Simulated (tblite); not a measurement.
Species: C2H8BNSi2.
Atom-mapped SMILES: `[CH:1]#[C:2][SiH2:3][SiH2:4][BH:5][NH2:6]` (hydrogens: H7 on C1; H8, H9 on Si3; H10, H11 on Si4; H12 on B5; H13, H14 on N6)

Computed with GFN2-xTB (tblite), gas phase: L-BFGS steps from a force-field or distance-geometry start until the largest atomic force falls under 0.01 eV/Å.

At the end of the run (lengths in Å): B5–N6 1.379, Si3–Si4 2.325, Si4–B5 1.964, C2–Si3 1.861, B5–H12 1.179, Si3–H8 1.473, Si3–H9 1.470, C1–C2–Si3 178.2°, Si4–B5–N6 119.8°, C2–Si3–Si4 109.4°, Si3–Si4–B5 114.9°, C2–Si3–Si4–B5 31°, Si3–Si4–B5–N6 -16°, H10–Si4–B5–N6 106°, H12–B5–Si4–Si3 164°.

Task: These geometries were met on the way; a selection of coordinates is given. Order them by energy above the end point, lowest first.
A. B5–N6 1.386, Si3–Si4 2.323, Si4–B5 1.977, C2–Si3 1.841, B5–H12 1.161, Si3–H8 1.470, Si3–H9 1.470, C1–C2–Si3 170.7°, Si4–B5–N6 123.8°, C2–Si3–Si4 105.9°, Si3–Si4–B5 114.4°, C2–Si3–Si4–B5 75°, Si3–Si4–B5–N6 180°, H10–Si4–B5–N6 -41°, H12–B5–Si4–Si3 20°
B. B5–N6 1.375, Si3–Si4 2.346, Si4–B5 2.020, C2–Si3 1.864, B5–H12 1.217, Si3–H8 1.479, Si3–H9 1.472, C1–C2–Si3 170.4°, Si4–B5–N6 120.8°, C2–Si3–Si4 105.0°, Si3–Si4–B5 111.9°, C2–Si3–Si4–B5 79°, Si3–Si4–B5–N6 -178°, H10–Si4–B5–N6 -37°, H12–B5–Si4–Si3 6°
C. B5–N6 1.521, Si3–Si4 2.239, Si4–B5 1.941, C2–Si3 1.816, B5–H12 1.194, Si3–H8 1.461, Si3–H9 1.457, C1–C2–Si3 178.0°, Si4–B5–N6 114.5°, C2–Si3–Si4 105.7°, Si3–Si4–B5 112.5°, C2–Si3–Si4–B5 62°, Si3–Si4–B5–N6 172°, H10–Si4–B5–N6 -69°, H12–B5–Si4–Si3 31°
D. B5–N6 1.437, Si3–Si4 2.303, Si4–B5 1.919, C2–Si3 1.861, B5–H12 1.171, Si3–H8 1.506, Si3–H9 1.498, C1–C2–Si3 173.6°, Si4–B5–N6 116.6°, C2–Si3–Si4 105.2°, Si3–Si4–B5 111.5°, C2–Si3–Si4–B5 74°, Si3–Si4–B5–N6 179°, H10–Si4–B5–N6 -49°, H12–B5–Si4–Si3 9°
E. B5–N6 1.385, Si3–Si4 2.322, Si4–B5 1.965, C2–Si3 1.851, B5–H12 1.185, Si3–H8 1.473, Si3–H9 1.471, C1–C2–Si3 173.6°, Si4–B5–N6 123.1°, C2–Si3–Si4 106.7°, Si3–Si4–B5 115.6°, C2–Si3–Si4–B5 76°, Si3–Si4–B5–N6 -171°, H10–Si4–B5–N6 -38°, H12–B5–Si4–Si3 20°

Result: E (0.163 eV), A (0.276 eV), B (0.472 eV), D (0.847 eV), C (1.562 eV).

```
step  E above end (eV)  rms distance from the end, all atoms (Å)  largest force (eV/Å)  rms shift of all bonds from the end (Å)
  19             0.163                                     1.454                 0.346                                    0.004
  13             0.276                                     1.450                 0.509                                    0.010
   9             0.472                                     1.463                 1.078                                    0.021
   6             0.847                                     1.470                 1.838                                    0.026
   0             1.562                                     1.478                 2.595                                    0.049
```

Rows stand in the order of the answer.
